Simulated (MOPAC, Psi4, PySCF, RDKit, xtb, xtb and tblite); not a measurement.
Two geometries of C8H6O2S, SMILES c1c(Oc2ccsc2)occ1, relaxed at GFN2-xTB with one dihedral held; other torsions can differ between them too.

Structure A

```
17

C     -3.1733     0.2322    -0.6200
C     -2.5714    -0.9319    -0.2641
O     -1.2350    -0.7731    -0.1894
C     -0.9822     0.5145    -0.4878
O      0.3093     0.9129    -0.4252
C      0.8902     1.4030    -1.5672
C      2.1913     1.9714    -1.5023
C      2.6234     2.3932    -2.7145
S      1.4643     2.1140    -3.9514
C      0.3709     1.4111    -2.8257
C     -2.1350     1.1859    -0.7689
H     -4.2210     0.4025    -0.7575
H     -2.9589    -1.9045    -0.0380
H      2.7490     2.0436    -0.5879
H      3.5573     2.8559    -2.9619
H     -0.5784     1.0455    -3.1608
H     -2.2279     2.2179    -1.0364
```

Structure B

```
17

C      3.2074     0.2274    -0.6417
C      2.6571    -0.9306    -0.2011
O      1.3254    -0.7753     0.0048
C      1.0354     0.5012    -0.3065
O     -0.2180     0.9790    -0.2681
C     -1.2172     0.3756     0.4446
C     -2.5295     0.9197     0.3441
C     -3.4219     0.2491     1.1087
S     -2.6943    -1.0523     1.9624
C     -1.1541    -0.6952     1.2843
C      2.1524     1.1717    -0.7143
H      4.2352     0.3996    -0.8854
H      3.0660    -1.8976     0.0083
H     -2.7580     1.7674    -0.2739
H     -4.4699     0.4371     1.2260
H     -0.3125    -1.2984     1.5527
H      2.2045     2.1937    -1.0226
```

Which is lower in energy at the level PBE0-D3(BJ)/def2-SVP // GFN2-xTB (Psi4), and by how much?

A is lower, by 2.23 kJ/mol (dihedral O3–C4–O5–C6: 120° in A, 20° in B).

E(B) − E(A) in kJ/mol at the other levels, on the same two geometries: GFN2-xTB (xtb and tblite) -7.11; MMFF94 // GFN2-xTB (RDKit) 1.66; PBE0/def2-SVP // GFN2-xTB (Psi4) 1.41; PBE/def2-SVP // GFN2-xTB (Psi4) 0.62; PBE-D3(BJ)/def2-SVP // GFN2-xTB (Psi4) 1.45; UFF // GFN2-xTB (RDKit) -25.13; PM6, restricted, heats of formation // GFN2-xTB (MOPAC) -6.76; PM3, restricted, heats of formation // GFN2-xTB (MOPAC) 10.72; GFN1-xTB // GFN2-xTB (xtb) -12.62; restricted B3LYP/6-31G*, spherical d, density fitting // GFN2-xTB (PySCF) 1.65; restricted MP2 (frozen core)/6-31G*, spherical d // GFN2-xTB (PySCF) 6.17; restricted Hartree-Fock/3-21G, density fitting // GFN2-xTB (PySCF) -2.90; restricted B3LYP/3-21G, density fitting // GFN2-xTB (PySCF) -2.86.
